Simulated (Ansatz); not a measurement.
Molecule: C$_{6}$H$_{11}$, net charge 0, doublet state. It need not be the lowest isomer of its formula. 
Coordinates optimised at B3LYP-D3(BJ)/def2-TZVP (Ansatz, an electronic-structure program):
SMILES: CC/[C]=C\CC
```xyz
17

C      2.8743    -0.0978    -0.0176
C      1.5554     0.1454    -0.7622
C      0.5412     0.8202     0.0573
C     -0.6308     0.6158     0.6000
C     -1.4549    -0.6500     0.4751
C     -2.7985    -0.3999    -0.2128
H      2.7118    -0.7237     0.8608
H      3.5965    -0.5958    -0.6667
H      3.3079     0.8450     0.3180
H      1.7498     0.7375    -1.6624
H      1.1516    -0.8164    -1.1155
H     -1.0924     1.4116     1.1849
H     -1.6314    -1.0537     1.4776
H     -0.8900    -1.4072    -0.0723
H     -3.3795     0.3521     0.3257
H     -2.6512    -0.0379    -1.2318
H     -3.3934    -1.3145    -0.2573
```
Charge 0, spin multiplicity 2.

Quantity: atomisation energy (electronic, to ground-state atoms), in kcal/mol. Cores are frozen in the correlated levels unless marked. UHF or UKS for open shells. Spin-orbit coupling is left out. Non-relativistic. The coupled-cluster limit lacks core correlation, which all-electron functionals hold. CBS(X,Y): correlation extrapolated as X^-3; Hartree-Fock from the larger set. [CCSD(T)-MP2]/basis is that difference in the basis named.

| level | program | atomisation energy (kcal/mol) |
|---|---|---|
| HF/6-31G | Ansatz | 1193.3 |
| BLYP/def2-TZVPD | Ansatz | 1609.6 |
| B3LYP-D4/def2-TZVPD | Ansatz + dftd4 | 1633.2 |
| RI-MP2/cc-pVQZ | Ansatz | 1624.8 |

Question: Estimate the value at RI-MP2/CBS(cc-pVTZ,cc-pVQZ)+[CCSD(T)-MP2]/cc-pVTZ as computed with Ansatz.

Answer: 1627.8 kcal/mol, so RI-MP2/cc-pVQZ differs from it by -3.0 kcal/mol.
